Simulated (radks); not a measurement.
Radial electron density D(r) = 4 pi r^2 rho(r) of an atom or ion with 11 electrons. All-electron calculation, Dirac Kohn-Sham, exchange-only LDA, spin-unpolarised, spherical densities, point nucleus. Program: a radial shooting solver on a logarithmic mesh with Libxc functionals.

```
   r/bohr * D(r) (the largest magnitude, 84.9, reaches the edge; | marks zero)
 0.002015 |     *
 0.002254 |      *
 0.002501 |       *
 0.002797 |         *
 0.003104 |          *
 0.003472 |            *
 0.003852 |              *
 0.004309 |                 *
 0.004781 |                   *
 0.005348 |                      *
 0.005934 |                         *
 0.006637 |                             *
 0.007364 |                                *
 0.008237 |                                   *
 0.009213 |                                       *
  0.01022 |                                          *
  0.01143 |                                            *
  0.01269 |                                              *
  0.01419 |                                                *
  0.01575 |                                                 *
  0.01761 |                                                 *
  0.01954 |                                                *
  0.02186 |                                               *
  0.02426 |                                             *
  0.02713 |                                           *
   0.0301 |                                         *
  0.03367 |                                        *
  0.03736 |                                        *
  0.04179 |                                         *
  0.04637 |                                            *
  0.05186 |                                               *
  0.05755 |                                                  *
  0.06437 |                                                     *
  0.07142 |                                                      *
  0.07989 |                                                     *
  0.08936 |                                                 *
  0.09915 |                                           *
   0.1109 |                                   *
   0.1231 |                           *
   0.1376 |                   *
   0.1527 |              *
   0.1708 |         *
   0.1895 |       *
    0.212 |     *
   0.2352 |    *
   0.2631 |   *
    0.292 |  *
   0.3266 | *
   0.3624 |*
   0.4053 |*
   0.4497 *
    0.503 *
   0.5582 *
   0.6243 *
   0.6927 *
   0.7748 *
```

What is the nuclear charge?

Answer. Z = 59. The innermost maximum, from 1s, lies near gamma/Z bohr with gamma = sqrt(1 - (Z/c)^2) = 0.903, here 0.0153 bohr (found: 0.0165), and its height grows with Z. The density is that of the praseodymium ion Pr48+ in [He] 2s1.75 2p6 3s1 3p0.25; the configuration itself is not fixed sharply by these data, and Z only to a few units. D(r) has 2 maxima, at r = 0.0165, 0.0720 bohr, and minima at 0.0353 bohr, inside which lie 2.11 electrons.
